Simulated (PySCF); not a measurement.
Mapped SMILES: `[CH3:1][Si@@H:2]1[CH2:3][C@@H:4]1[F:5]`. Hydrogens are named by the atom that carries them. Ha(C3) is cis to C1 on the ring; Hb(C3) is trans to C1 on the ring.

Computed data (PySCF 2.14): geometry: PBE0-D3(BJ)/def2-SVP, PBE/pcSseg-2 with gauge-including orbitals. Equivalent nuclei averaged, a single conformation, no relativistic terms, no solvent.

Shifts are taken against calculated references (same method and geometry level): ¹³C (179.39 ppm) and ¹H (31.18 ppm) and ²⁹Si (323.43 ppm) vs TMS; ¹⁹F (142.93 ppm) vs CFCl3.

| atoms | nucleus | count | δ (ppm) |
| --- | --- | --- | --- |
| Ha(C3) | ¹H | 1 | 0.64 |
| C3 | ¹³C | 1 | 5.9 |
| H(Si2) | ¹H | 1 | ? |
| Hb(C3) | ¹H | 1 | 1.15 |
| H(C1) | ¹H | 3 | 0.33 |
| C4 | ¹³C | 1 | 82.2 |
| H(C4) | ¹H | 1 | ? |
| Si2 | ²⁹Si | 1 | -112.3 |
| F5 | ¹⁹F | 1 | ? |
| C1 | ¹³C | 1 | -12.8 |

Question: Complete the table.

Answer: 
- H(C4): 5.23 ppm, hydrogen on a three-membered-ring carbon; its carbon carries F, which withdraws density
- H(Si2): 3.31 ppm, hydrogen on a silicon bonded to 3 C, in a 3-membered ring
- F5: -273.5 ppm, fluorine on an sp3 carbon

Shifts are as computed, not scaled to solution data. Of 1211 compounds with measured shifts, 218 miss one by over three times the rms of a fit or turn the order of signals round; such compounds aren't used in these exercises. Unscaled 19F shifts against computed CFCl3 carry errors that often reach 10 to 50 ppm.
